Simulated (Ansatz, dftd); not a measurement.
System: H₃BPO, charge 0, doublet. H3BPO (SMILES OB[PH], doublet).
B3LYP-D3(BJ)/def2-TZVP minimum from Ansatz (a quantum-chemistry and plane-wave program):
```xyz
6

B     -0.2389    -0.7295     0.3583
H     -1.1719    -1.4639     0.4722
O      0.8802    -1.0746     1.0393
H      1.6249    -0.4703     0.9348
P     -0.3325     0.9161    -0.6626
H     -1.3121     0.4363    -1.5738
```
Charge 0, spin multiplicity 2.

Wanted: atomisation energy (electronic, to ground-state atoms), in kJ/mol. UHF or UKS for unpaired electrons; spin-orbit terms are left out. CBS(X,Y): correlation extrapolated as X^-3, Hartree-Fock from the larger set. A bracket is a step between two methods taken in the basis named. Functionals run without relativity, which enters their misses. Double hybrids freeze cores in their MP2 part. '+ core + X2C': CCSD(T) terms for core correlation (cc-pwCVTZ, 1s frozen past Ne) and scalar relativity (cc-pVTZ-DK). Where a partner has so few electrons that a lower coupled-cluster level is exact, that level stands in.

Compared with CCSD(T)/CBS(cc-pV(T+d)Z,cc-pV(Q+d)Z) + [CCSDT(Q) - CCSD(T)]/cc-pV(D+d)Z + core + X2C (Ansatz).

Problem. Rank these levels by how close they come to it, closest first: B2GP-PLYP/def2-TZVPD (Ansatz); B3LYP-D4/def2-TZVPD (Ansatz + dftd4); r2SCANh-D4/def2-TZVPD (Ansatz + dftd4); B2PLYP-D4/def2-TZVPD (Ansatz + dftd4).

Solution. r2SCANh-D4/def2-TZVPD (2007.7 kJ/mol, difference 1.6), B3LYP-D4/def2-TZVPD (2021.2 kJ/mol, difference 15.1), B2PLYP-D4/def2-TZVPD (1990.4 kJ/mol, difference -15.7), B2GP-PLYP/def2-TZVPD (1975.0 kJ/mol, difference -31.1)
